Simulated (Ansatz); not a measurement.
Computed with Ansatz.

A structure relaxed at PBE0-D4/def2-TZVP, charge 0, multiplicity 1:

| atom | x (Å) | y (Å) | z (Å) |
| --- | --- | --- | --- |
| C1 | 0.5397 | -0.9520 | -1.5058 |
| Si2 | 0.3774 | -0.9063 | 0.3601 |
| Si3 | -1.0770 | 0.8066 | 1.0084 |
| S4 | -0.3412 | 2.6845 | 0.2618 |
| H5 | -0.4165 | -1.2029 | -1.9700 |
| H6 | 1.2766 | -1.6961 | -1.8155 |
| H7 | 0.8535 | 0.0240 | -1.8820 |
| H8 | 1.6991 | -0.6239 | 0.9921 |
| H9 | -0.1040 | -2.2147 | 0.8889 |
| H10 | -2.4119 | 0.6738 | 0.3658 |
| H11 | -1.2735 | 0.8534 | 2.4839 |
| H12 | 0.8779 | 2.5535 | 0.8122 |

Q: Give its formula and SMILES.

A: CH8SSi2, `C[SiH2][SiH2]S`.

Q: Summarise the bond lengths by kind.

A: 1 × C–Si 1.874 Å; 3 × C–H 1.092 Å; 1 × Si–Si 2.339 Å; 4 × H–Si 1.487 to 1.492 Å; 1 × S–Si 2.151 Å; 1 × H–S 1.344 Å.
